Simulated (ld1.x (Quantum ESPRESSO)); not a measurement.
**Reading a pseudo-wave (Ti)**

Columns: radius, all-electron u(r) and pseudo u(r) of the 3d shell (level -4.89 eV) of titanium in the configuration [Ne] 3s2 3p6 3d2 4s1.5 4p0.5; PBE, scalar-relativistic, TM scheme, ld1.x (Quantum ESPRESSO) 7.5.

| r (bohr) | all-electron | pseudo |
| --- | --- | --- |
| 0.130 | 0.0577 | 0.0053 |
| 0.260 | 0.2278 | 0.0400 |
| 0.390 | 0.4161 | 0.1234 |
| 0.520 | 0.5702 | 0.2572 |
| 0.650 | 0.6785 | 0.4246 |
| 0.780 | 0.7428 | 0.5963 |
| 0.910 | 0.7706 | 0.7409 |
| 1.040 | 0.7718 | 0.8360 |
| 1.170 | 0.7553 | 0.8743 |
| 1.300 | 0.7275 | 0.8624 |
| 1.430 | 0.6932 | 0.8157 |
| 1.560 | 0.6556 | 0.7508 |
| 1.690 | 0.6169 | 0.6815 |
| 1.820 | 0.5784 | 0.6166 |
| 1.950 | 0.5409 | 0.5602 |
| 2.080 | 0.5051 | 0.5129 |
| 2.210 | 0.4712 | 0.4735 |
| 2.340 | 0.4393 | 0.4397 |
| 2.470 | 0.4095 | 0.4095 |
| 2.600 | 0.3817 | 0.3817 |
| 2.730 | 0.3557 | 0.3557 |
| 2.860 | 0.3315 | 0.3315 |
| 2.990 | 0.3088 | 0.3088 |
| 3.120 | 0.2876 | 0.2876 |
| 3.250 | 0.2677 | 0.2677 |
| 3.380 | 0.2492 | 0.2492 |

Question: How many radial nodes do the two functions have?

Answer: The all-electron 3d function has n − l − 1 = 0; the pseudo-wave has 0.

Question: At about which radius was the pseudo-wave matched?

Answer: 2.60 bohr. The columns agree to 0.0005 from 2.34 bohr on; several derivatives are matched, so the curves merge somewhat inside the radius.

Question: Is the pseudo-wave norm-conserving?

Answer: Yes: the TM scheme keeps the norm inside the radius equal to the all-electron one, which fixes the energy derivative of the logarithmic derivative at the level.
